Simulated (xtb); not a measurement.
xtb was given this input:
```
$ xtb mol.xyz --gfn 2 --chrg 1 --etemp 10000 --json

# file mol.xyz
5

O      0.96806077    -0.29274694    -0.01801030
Si    -0.52671752     0.13783196     0.00849571
H      1.90715119    -0.08140312    -0.00537859
H     -0.91460201     1.53346203     0.09340103
H     -1.36299003    -1.03973089    -0.06287995
```

Question: What HOMO-LUMO gap does GFN2-xTB (xtb) give?

Answer: 4.61 eV

Question: What total energy (a free energy at this electronic temperature) does GFN2-xTB give?

Answer: -6.938215 Ha

Question: Give the partial charges in atom order at the level GFN2-xTB.

Answer: O1 -0.27, Si2 0.60, H3 0.41, H4 0.13, H5 0.13
